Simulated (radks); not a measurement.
Question: Species: Zr. Configuration: [Kr] 4d1 5s2 5p1 (not the ground configuration). All-electron calculation, Dirac Kohn-Sham, PBEsol, spin-unpolarised, spherical densities, finite nucleus; open shells are shared between the two j in proportion to 2j + 1; Fermi nuclear charge, rms radius 4.2694 fm. Program: a radial shooting solver on a logarithmic mesh with Libxc functionals. Some entries of the table are withheld. Estimate them.

orbital,occ.,eigenvalue (eV),<1/r> (bohr^-1),<r> (bohr)
1s1/2,2,-17809.07,41.24,0.03708
2s1/2,2,-2471.044,9.336,0.1624
2p1/2,2,-2262.807,9.312,0.1387
2p3/2,4,-2177.042,8.910,0.1431
3s1/2,2,-408.2120,(1),0.4586
3p1/2,2,-330.7145,(2),0.4552
3p3/2,4,-317.0505,(3),0.4657
3d3/2,4,(4),2.755,0.4505
3d5/2,6,(5),2.730,0.4541
4s1/2,2,-58.3408,1.126,(6)
4p1/2,2,-37.3747,1.007,1.334
4p3/2,4,-35.5528,0.9803,1.364
4d3/2,0.4,(7),0.6515,2.064
4d5/2,0.6,(8),0.6451,2.084
5s1/2,2,-5.8875,0.3685,3.484
5p1/2,0.333333,-2.4906,0.2838,(9)
5p3/2,0.666667,-2.3535,0.2769,(10)

Answer: 
(1) 3s1/2 <1/r> (bohr^-1): 3.159
(2) 3p1/2 <1/r> (bohr^-1): 3.055
(3) 3p3/2 <1/r> (bohr^-1): 2.958
(4) 3d3/2 eigenvalue (eV): -180.3027
(5) 3d5/2 eigenvalue (eV): -177.8052
(6) 4s1/2 <r> (bohr): 1.207
(7) 4d3/2 eigenvalue (eV): -6.4339
(8) 4d5/2 eigenvalue (eV): -6.2798
(9) 5p1/2 <r> (bohr): 4.488
(10) 5p3/2 <r> (bohr): 4.594
